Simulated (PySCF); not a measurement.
Telling isomers of C₅H₃F₃P₂ apart by NMR

- geometry: GFN2-xTB
- NMR shieldings at PBE0/pcSseg-1/GIAO
- code: PySCF 2.14
- no solvent, equivalent nuclei averaged, no relativistic terms, one conformer

Scale: ¹H (31.72 ppm) and ¹³C (186.93 ppm) vs TMS (reference shieldings calculated alike). Splittings of carbon signals by F and P are missing where no couplings were computed. Where no couplings were computed, multiplicities follow the n + 1 count of equivalent neighbours, and m marks all less simple cases (inequivalent or close neighbours, rings, F or P nearby). Shifts are as computed. Against solution values, carbons near 30 ppm lie about +3 ppm off and those near 130 ppm about +5 ppm. Of 1211 compounds with measured shifts, 218 miss one by over three times the rms of a fit or turn the order of signals round; such compounds aren't used in these exercises.

(1) Tabulate the signals of `FC(F)(F)c1cpccp1`, `FC(F)(F)c1ccpcp1` and their relative energies.

(2) What is the quickest way to tell FC(F)(F)c1cpccp1 from FC(F)(F)c1ccpcp1?

Results:

(1) 
| SMILES | carbon types | δC | δH | E rel. (kcal/mol) |
| --- | --- | --- | --- | --- |
| FC(F)(F)c1cpccp1 | 2×C 3×CH | 171.5, 168.9, 168.2, 167.5, 134.6 | 10.23 (m, 1H), 9.91 (m, 1H), 9.91 (m, 1H) | 2.5 |
| FC(F)(F)c1ccpcp1 | 2×C 3×CH | 195.8, 166.5, 162.5, 138.4, 135.8 | 11.12 (m, 1H), 9.61 (m, 1H), 8.78 (m, 1H) | 0.0 |

Energies are electronic energies at PBE0/pcSseg-1 on these geometries, without zero-point or thermal terms, each for the one conformer computed, which needn't be the lowest.

(2) Both give the same number of carbon signals, with the same numbers of each carbon type, so the positions decide. The first has an aromatic CH at 168.9 ppm, the second an aromatic CH at 138.4 ppm. Their most deshielded carbons lie at 171.5 and 195.8 ppm. In the proton spectra the most deshielded non-exchanging signals are 10.23 (m, 1H) and 11.12 (m, 1H).
